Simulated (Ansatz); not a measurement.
Species: sum formula HSiO, net charge 0, doublet state. It need not be the lowest isomer of its formula. 
Coordinates optimised at B3LYP-D3(BJ)/def2-TZVP (Ansatz, a quantum-chemistry and plane-wave program):
SMILES: O[Si]
```xyz
3

Si    -0.4756    -0.2396    -0.4065
O      0.7270     0.2681     0.6132
H      0.8420     1.2098     0.7857
```
Charge 0, spin multiplicity 2.

Computed values are from Ansatz. Valence correlation only, unless marked. Open shells are spin-unrestricted. No spin-orbit coupling. No relativistic terms. CBS(X,Y): correlation extrapolated as X^-3; Hartree-Fock from the larger set.

| Property | Result |
|---|---|
| atomisation energy De | 226.5 kcal/mol at CCSD(T)/CBS(def2-TZVPPD,def2-QZVPPD) |
| vertical ionisation energy (to the singlet) | 7.04 eV at CCSD(T)/CBS(def2-TZVPPD,def2-QZVPPD) |
| vertical electron affinity (to the triplet; negative means unbound) | 0.26 eV at CCSD(T)/CBS(def2-TZVPPD,def2-QZVPPD) |
| total energy | -364.8054 Eh at CCSD(T)/CBS(def2-TZVPPD,def2-QZVPPD) |
| dipole moment | 1.41 D at CCSD(T)/aug-cc-pV(D+d)Z |
| T1 diagnostic | 0.020 at CCSD/def2-QZVPPD |
